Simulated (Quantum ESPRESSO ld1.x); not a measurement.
All-electron atom: Er3+ in [Xe] 4f10 5f1 (not the ground configuration). Method: Dirac Kohn-Sham, PBE, spin-unpolarised, spherical densities, point nucleus; open shells fill j = l - 1/2 first; computed with ld1.x of Quantum ESPRESSO 7.5.

Spin-orbit splittings of the eigenvalues, e(l+1/2) - e(l-1/2), with zeta = 2 splitting/(2l+1) and mean radii in bohr:

| shell | occ. | splitting (eV) | zeta (eV) | <r> j=l-1/2 | <r> j=l+1/2 |
|---|---|---|---|---|---|
| 2p | 6 | 916.8 | 611.2 | 0.07147 | 0.07875 |
| 3p | 6 | 192.5 | 128.3 | 0.2146 | 0.2283 |
| 3d | 10 | 42.05 | 16.82 | 0.2013 | 0.2055 |
| 4p | 6 | 43.61 | 29.07 | 0.5158 | 0.5467 |
| 4d | 10 | 7.979 | 3.192 | 0.5734 | 0.5842 |
| 4f | 10 | 1.227 | 0.3506 | 0.7239 | 0.7338 |
| 5p | 6 | 6.398 | 4.266 | 1.326 | 1.412 |
| 5f | 1 | 0.02521 | 0.007203 | 4.186 | 4.201 |
